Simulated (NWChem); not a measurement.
Species: GaCl$_{2}$ cation; SMILES [Cl][Ga+][Cl]

Question: Give the equilibrium geometry at PBE0/def2-SVP (NWChem) as a Z-matrix, with the point group.

Answer: point group D*h; any orientation.
```
Ga
Cl 1 2.0410
Cl 1 2.0410 2 180.00
```
